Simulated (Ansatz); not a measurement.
```yaml
crystal:
  periodic: [false, false, false]
  atoms:
    - {symbol: Be, position_ang: [0.676930, -0.522768, 0.889382]}
    - {symbol: Be, position_ang: [-0.030543, 1.233435, 0.015070]}
    - {symbol: Te, position_ang: [-0.646387, -0.710667, -0.904452]}
basis:
  gaussian: {orbitals: x2c-TZVPPall}
total_charge: 2
hamiltonian: {xc: {name: SVWN5}}
scf: {omitted_lower_state_checks: [starts]}
output: {forces: true}
```

```sh
$ ansatz run in.yaml --threads 4 --pin off --events-out ev --progress --plain --max-ram 3916MiB
```

It prints (some lines left out):

```
Functional definition: SVWN5
783 factors; their error is unknown
mean field evaluation 1: about -185459.4080 eV, gradient 5.4e1 eV
mean field evaluation 2: about -185401.6529 eV, gradient 1.2e2 eV
mean field evaluation 4: about -185467.3878 eV, gradient 2.0e1 eV
mean field evaluation 8: about -185468.5088 eV, gradient 6.8e-2 eV
mean field evaluation 16: about -185468.4993 eV, gradient 3.8e-5 eV
mean field -185468.49933060 eV, -6815.8416353354 hartree, gradient 1.6e-5 eV, S^2 0.000000; 0 other end points of the search recorded, 0 dependent functions left out
reference -185468.49936568 eV, -6815.8416366246 hartree; 29, 29 occupied and 69, 69 virtual orbitals, 783 factors
Total energy: -185468.49936568 eV, -6815.8416366246 hartree
Relativity: scalar
Atom 0 at     0.676930    -0.522768     0.889382 Å, force     0.360441    -1.951133     0.397245 eV/Å
Atom 1 at    -0.030543     1.233435     0.015070 Å, force    -0.950305     1.302611    -1.222607 eV/Å
Atom 2 at    -0.646387    -0.710667    -0.904452 Å, force     0.589863     0.648522     0.825362 eV/Å
Dipole moment:     1.252415     1.376961     1.752432 e Å
Checks for a lower state left out: starts
```

Hardware: 4 threads of Arm Neoverse V2 on a shared host. Wall time 0.65 s.

DK, ANO-RCC and x2c sets are all-electron and run with scalar relativity unless a key says otherwise.

The dipole of an ion depends on the origin.
